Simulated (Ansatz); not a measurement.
Results of the Gaussian-basis code of Ansatz.

A structure relaxed at PBE0-D4/def2-TZVP, charge 0, multiplicity 1:

Cartesian coordinates in Å:
```
N -1.014 -0.662 0.065
Si 0.515 0.056 0.109
O 0.530 1.476 -0.674
F 1.499 -1.004 -0.542
Cl 1.259 0.478 1.956
H -1.815 -0.172 0.429
H -1.098 -1.657 0.201
H 0.125 1.486 -1.544
```

Task: Give its formula and SMILES.

Result: ClFH3NOSi, `N[Si](O)(F)Cl`.

Task: Summarise the bond lengths by kind.

Result: 1 × N–Si 1.690 Å; 2 × H–N 1.007 to 1.008 Å; 1 × O–Si 1.621 Å; 1 × F–Si 1.586 Å; 1 × Cl–Si 2.035 Å; 1 × H–O 0.959 Å.
